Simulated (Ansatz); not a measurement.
`C[CH]([SiH3])[InH2]` → `C[CH2][InH2]` + `[SiH2]` at 298.15 K and 1 bar (silylene formation by 1,1-elimination).

Gas-phase electronic energies from Ansatz, PBE0-D4/def2-TZVP geometries. CCSD(T)/CBS is the MP2 limit (def2-TZVPP, def2-QZVPP) plus CCSD(T) − MP2 in def2-TZVPP, frozen cores. This one scheme is used for every species. Elements past krypton have def2 core potentials. For In outer-core shells are correlated without core-valence functions, which leaves a few kJ/mol of doubt a bond.

```
              species  CCSD(T)/CBS energy (Eh)  H − E (kJ/mol)  S (J/(mol·K))
`C[CH]([SiH3])[InH2]`               -560.37779           262.7          381.5
       `C[CH2][InH2]`               -270.09414           216.8          328.9
             `[SiH2]`               -290.19011            40.6          207.5
```

H − E and S are ideal-gas, rigid-rotor, harmonic terms from PBE0-D4/def2-TZVP, for one conformer and one mirror image of each species. 1 Eh = 2625.50 kJ/mol, R = 8.31446 J/(mol·K).

Problem. By hand: ΔE, ΔH, ΔS and ΔG.

Solution. ΔE = (-270.09414) + (-290.19011) − (-560.37779) = 0.09354 Eh = 245.6 kJ/mol. Δ(H − E) = 216.8 + 40.6 − 262.7 = -5.3, so ΔH = 240.3 kJ/mol. ΔS = 328.9 + 207.5 − 381.5 = 154.9 J/(mol·K). ΔG = 240.3 − 298.15 × (154.9)/1000 = 194.1 kJ/mol.

Problem. By hand: the equilibrium constant, and the temperature at which ΔG would vanish if ΔH and ΔS stayed fixed.

Solution. log₁₀ K = −ΔG/(RT ln 10) = -34.0. ΔG = 0 at ΔH/ΔS = 1551 K.

The number of gas molecules changes by +1, which sets the sign of ΔS. A doubt of 5 kJ/mol in ΔE shifts log₁₀ K by 0.9 here. Other conformers and mirror images would add mixing entropy, several J/(mol·K) or more a flexible species. These are equilibria of isolated gas molecules and say nothing of rates. Largest T1 diagnostic: 0.014 (customary marks: 0.02 for closed shells, 0.045 for open ones).
